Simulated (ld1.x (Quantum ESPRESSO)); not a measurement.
# Configuration tests for tungsten (PAW)

tungsten (W), PAW, made with ld1.x (Quantum ESPRESSO) 7.5 (LDA (PZ), scalar-relativistic). Core [Xe] 4f14, reference 5d4 6s1.5 6p0.5. Waves: 6s (bound): rcut 2.00, rcutus 2.70 bohr; 6s channel at 2.95 Ry: rcut 2.00, rcutus 2.70 bohr; 6p (bound): rcut 2.15, rcutus 2.85 bohr; 6p channel at 0.9 Ry: rcut 2.15, rcutus 2.85 bohr; 5d (bound): rcut 2.35, rcutus 2.60 bohr; 5d channel at 4.75 Ry: rcut 2.35, rcutus 2.60 bohr. Local part: all-electron potential smoothed inside 1.72 bohr (lloc = -2). Core correction: Bessel-smoothed model core inside 2.50 bohr. Augmentation charge: BESSEL, radius 1.50 bohr.

Energies are relative to the spin-unpolarised reference configuration 5d4 6s1.5 6p0.5; without spin polarisation the order of configurations can differ from experiment. Not all tests gave a result: test run stopped at test 8 of 9 (negative rho).

```csv
valence configuration,charge,ΔE all-electron (eV),error AE − PS (meV)
5d4 6s2 6p0,0,-2.251,+1.3
5d4 6s1 6p0,+1,6.882,-1.9
5d3 6s2 6p0,+1,6.808,+101
5d3 6s0 6p0,+3,48.614,-166
5d4 6s0 6p2,0,7.187,-1.7
5d4 6s1.5 6p0,+0.5,1.493,-0.8
```

Q: What are ΔE and the potential's error for 5d4 6s0 6p0?

A: ΔE = 22.909 eV all-electron; the error (AE − PS) is -14 meV.

Levels in the configuration 5d4 6s2 6p0:

```tsv
level	all-electron (eV)	pseudo (eV)
5d	-4.681	-4.670
6s	-5.911	-5.915
```
